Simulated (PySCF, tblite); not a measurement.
# Complex of Al3+ and acetonitrile

A gas-phase complex of Al3+ and acetonitrile; charge +3, singlet. The structure comes from a short search (6 tight-binding starts) and was relaxed by PBE0-D3(BJ)/def2-TZVPD; another way of binding may lie lower. No frequency run checks that it is a minimum.

```json
{"part": "1", "name": "Al3+", "SMILES": "[Al+3]", "atoms": "1", "charge": "+3", "multiplicity": "1"}
{"part": "2", "name": "acetonitrile", "SMILES": "CC#N", "atoms": "2–7", "charge": "0", "multiplicity": "1"}
```

| atom | part | x (Å) | y (Å) | z (Å) |
| --- | --- | --- | --- | --- |
| Al1 | 1 | -0.316 | -0.581 | -1.088 |
| C2 | 2 | 3.735 | 0.018 | 0.102 |
| C3 | 2 | 2.428 | -0.178 | -0.282 |
| N4 | 2 | 1.299 | -0.346 | -0.615 |
| H5 | 2 | 3.767 | 0.495 | 1.113 |
| H6 | 2 | 4.271 | -0.963 | 0.142 |
| H7 | 2 | 4.249 | 0.686 | -0.633 |

Contacts between parts, classed by geometry: Al1···N4 1.700 Å (bond).

The parts are joined by the bond Al1–N4, so these are energies of forming such bonds; deforming the relaxed parts to their shape in the adduct costs 6.1 kcal/mol, which the interaction energies leave out.

Interaction energies are complex less parts, with the parts frozen as they stand in it; counterpoise-corrected, in kcal/mol (PySCF). The CCSD(T) estimate is Hartree-Fock/aug-cc-pVQZ, plus the MP2 correlation part extrapolated as X⁻³ from aug-cc-pVTZ and aug-cc-pVQZ, plus CCSD(T) less MP2 in aug-cc-pVDZ; noble-gas cores are frozen. It isn't the exact limit.

```csv
level,interaction,superposition error removed
Hartree-Fock/aug-cc-pVQZ,-290.17,-
wB97M-D3(BJ)/def2-TZVPD,-300.19,-0.17
PBE0-D3(BJ)/def2-TZVPD,-304.68,-0.17
MP2/aug-cc-pVQZ,-279.95,-0.29
```

Task: What does CCSD(T) at its estimated basis limit give, and which of these levels comes nearest?

Result: -282.04 kcal/mol. MP2/aug-cc-pVQZ is nearest, off by +2.09; the errors are Hartree-Fock/aug-cc-pVQZ -8.13, wB97M-D3(BJ)/def2-TZVPD -18.15, PBE0-D3(BJ)/def2-TZVPD -22.64, MP2/aug-cc-pVQZ +2.09.

Task: What holds them together? Decompose the wB97M-D3(BJ)/def2-TZVPD energy: frozen parts, their antisymmetrised product, then relaxation.

Result: electrostatic -142.1, Pauli repulsion +71.7, orbital relaxation -228.6, dispersion correction -1.3 kcal/mol, which sum to the value before the counterpoise correction; the Pauli term holds the exchange-correlation of the frozen density too. Of the attraction, 61 % is orbital relaxation, 38 % is electrostatic, 0 % is dispersion correction.

The parts were also relaxed and run alone, at the levels used for the complex: shieldings by PBE0/pcSseg-2; core levels by delta-SCF with SCAN, pcX-2 on the ionised atom and pcseg-1 elsewhere, spin-free X2C (2p3/2 is the spin-free 2p value less a third of a first-order spin-orbit splitting).

Task: What does binding change?

Result: 
| property | alone | in the complex | change |
| --- | --- | --- | --- |
| shielding of Al1 (ppm) | 766.2 | 591.2 | -174.9 |
| shielding of N4 (ppm) | -34.6 | 275.3 | +309.9 |
| C3 1s core level (eV) | 292.62 | 311.53 | +18.91 |
| N4 1s core level (eV) | 405.32 | 423.35 | +18.02 |

The core-hole states of C3, N4 are spin-contaminated (⟨S²⟩ 0.82, 0.81 against 0.75 for a pure doublet), so those values and differences from them are less sure.

Multiply charged ions in the gas phase bind far more strongly than in solution.
